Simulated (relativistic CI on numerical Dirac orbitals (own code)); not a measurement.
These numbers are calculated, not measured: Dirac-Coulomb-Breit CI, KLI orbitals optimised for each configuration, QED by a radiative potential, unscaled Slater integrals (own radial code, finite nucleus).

CI space (outside the closed core [Ne] 3p6): 3s2 3d10, 3s2 3d9 4s, 3s2 3d9 4p, 3s2 3d8 4s2, 3s2 3d9 4d, 3s2 3d8 4s 4p, 3s2 3d9 5s, 3s2 3d8 4p2, 3s2 3d9 5p, 3s2 3d9 4f, 3s2 3d8 4s 4d, 3s2 3d9 5d, 3s2 3d8 4p 4d, 3s2 3d9 6s, 3s2 3d9 5f, 3s2 3d9 6p, 3s2 3d9 5g, 3s2 3d9 6d, 3s2 3d9 6f, 3s2 3d8 4d2, 3s 3d10 4s, 3s 3d10 4p, 3s 3d10 4d, 3s 3d10 5s, 3s 3d10 5p, 3s 3d10 4f, 3s 3d10 5d, 3s 3d10 6s, 3s 3d10 5f, 3s 3d10 6p, 3s 3d10 5g, 3s 3d10 6d, 3s 3d10 6f. Levels of other configurations are missing.

At this charge configurations can still be misplaced by up to about 7 % of their energy.

Outline of the computed level scheme of Br VIII. Lowest level of each configuration: 3s2 3d10 1S_0 at 0.000 eV; 3s2 3d9 4s 3D_3 at 68.792 eV; 3s2 3d9 4p 3P°_2 at 85.192 eV; 3s2 3d9 4d 3S_1 at 111.536 eV; 3s2 3d9 5s 3D_3 at 127.354 eV; 3s2 3d9 5p 3P°_2 at 133.898 eV; 3s2 3d9 4f 3P°_0 at 134.648 eV.

Some strong electric-dipole decays among the lowest 45 levels: 3s2 3d9 4p 1P°_1 → 3s2 3d10 1S_0 (5.0e+10 s⁻¹); 3s2 3d9 4p 3D°_1 → 3s2 3d10 1S_0 (1.9e+10 s⁻¹); 3s2 3d9 4d 3G_5 → 3s2 3d9 4p 3F°_4 (1.8e+10 s⁻¹); 3s2 3d9 4d 3G_4 → 3s2 3d9 4p 3F°_3 (1.7e+10 s⁻¹); 3s2 3d9 4d 3F_4 → 3s2 3d9 4p 3D°_3 (1.7e+10 s⁻¹); 3s2 3d9 4d 3F_4 → 3s2 3d9 4p 3D°_3 (1.3e+10 s⁻¹); 3s2 3d9 4d 3S_1 → 3s2 3d9 4p 3P°_2 (1.3e+10 s⁻¹); 3s2 3d9 4d 3P_2 → 3s2 3d9 4p 3P°_2 (1.3e+10 s⁻¹).

LS names give the leading component of a level, which can be under half, so a name can repeat, a term be missing and a line seem to break the LS rules.
